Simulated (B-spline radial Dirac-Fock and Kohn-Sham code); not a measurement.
What relativity does to the binding energies of Xe¹⁹⁺

System: the Xe¹⁹⁺ ion, configuration [Ar] 3d10 4s2 4p5.

Both columns are ΔSCF binding energies of the configuration average from a B-spline atomic structure program: non-relativistic Hartree-Fock with a point nucleus, and Dirac-Fock with a finite nucleus and the Coulomb interaction alone, averaged over the two j levels with weights 2j+1.

```csv
shell,Hartree-Fock (eV),Dirac-Fock (eV),shift (eV),shift (%)
1s,33785.9,35222.4,+1436.51,+4.25
2s,5644.4,6002.8,+358.32,+6.35
3s,1577.6,1657.9,+80.28,+5.09
3d,1196.8,1188.2,-8.63,-0.72
4s,635.8,657.5,+21.68,+3.41
4p,581.1,588.3,+7.23,+1.25
```

Relativity binds 1s, 2s, 3s, 4s, 4p more strongly, among those listed most of all 2s in relative terms, and 3d more weakly, because the contracted s and p shells screen the nucleus better.

Values without a named source are computed, but for edge energies of neutral atoms, which are taken from tables.
